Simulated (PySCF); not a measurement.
In(Cl)3 cation (Cl3In), SMILES [Cl][In]([Cl])[Cl] (connectivity only; charge and spin as stated), charge +1, multiplicity 2. Atoms are numbered in the order given.

```xyz
4

In     0.0000     0.0000    -0.2822
Cl     0.0000     1.4206     1.6847
Cl     0.0000    -1.4206     1.6847
Cl     0.0000     0.0000    -2.5560
```
Charge +1, spin multiplicity 2.

Coordinates come from a B3LYP-D3(BJ)/def2-SVP optimisation. The spin state was assumed, not searched. The isomer is the one that the SMILES or the coordinates give; other isomers of the formula were not compared. The def2 effective core potentials stand for the cores of In; spin–orbit coupling is left out.

These are TDA-M06-2X/def2-SVPD (PySCF) values and carry that method's errors.

Vertical excitations. 

Q: Estimate the UV-visible absorptions. (The exact figures need the calculation; the answer reports its results.)

A: 
```
state    energy (eV)  λ (nm)      f                                                main pairs
-------  -----------  ------  -----  --------------------------------------------------------
root 1          0.87    1421  0.000                                        β HOMO−2→LUMO 99 %
root 2          1.68     739  0.000                      β HOMO−5→LUMO 72 %, β HOMO→LUMO 27 %
root 3          1.70     729  0.000                                        β HOMO−4→LUMO 90 %
root 4          2.42     512  0.066                                        β HOMO−3→LUMO 80 %
root 5          3.50     354  0.000                                        β HOMO−1→LUMO 91 %
root 6          3.53     351  0.000                      β HOMO→LUMO 73 %, β HOMO−5→LUMO 27 %
root 7          3.89     319  0.046  α HOMO→LUMO 35 %, β HOMO−6→LUMO 43 %, β HOMO−7→LUMO 11 %
root 8          3.99     311  0.021  α HOMO→LUMO 26 %, β HOMO→LUMO+1 45 %, β HOMO−6→LUMO 18 %
root 9          4.04     307  0.000                  α HOMO−1→LUMO 60 %, β HOMO−1→LUMO+1 36 %
root 10         4.47     277  0.006                  α HOMO−1→LUMO 37 %, β HOMO−1→LUMO+1 61 %
```
Unrestricted roots are not spin-pure.
